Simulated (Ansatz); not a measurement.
`O[SiH]1C=C1`, relaxed with RKS PBE-D4/def2-SVP in Ansatz 0.2.0 from a rough embedded geometry. The force threshold is 0.03 eV/Å; the program also tests the step.

The species carries charge 0 and has multiplicity 1.

Start:

```xyz
8

O    -0.590    1.283    1.224
Si   -0.130    0.786   -0.210
C    -0.417   -0.890   -0.599
C     0.744   -0.696   -0.219
H    -0.700    0.616    1.956
H     0.499    1.782   -1.120
H    -1.062   -1.644   -1.050
H     1.657   -1.238    0.018
```

(1) How much energy does the relaxation release, and in how many steps? (Estimate.)

(2) Which bonds change most? (Estimate.)

(3) Give the relaxed structure. (An estimate is asked.)

Results:

(1) Computed: 28.74 kcal/mol, in 6 steps.

(2) The calculation gave: C3–C4 from 1.237 to 1.362 Å; Si2–C4 from 1.720 to 1.821 Å; O1–Si2 from 1.585 to 1.677 Å; Si2–C3 from 1.744 to 1.821 Å.

(3) Ansatz gave: 
```xyz
8

O    -0.597    1.479    1.277
Si   -0.009    0.766   -0.123
C    -0.397   -0.917   -0.700
C     0.873   -0.825   -0.214
H    -0.823    0.859    1.992
H     0.251    1.924   -1.022
H    -0.998   -1.741   -1.122
H     1.700   -1.545   -0.088
```
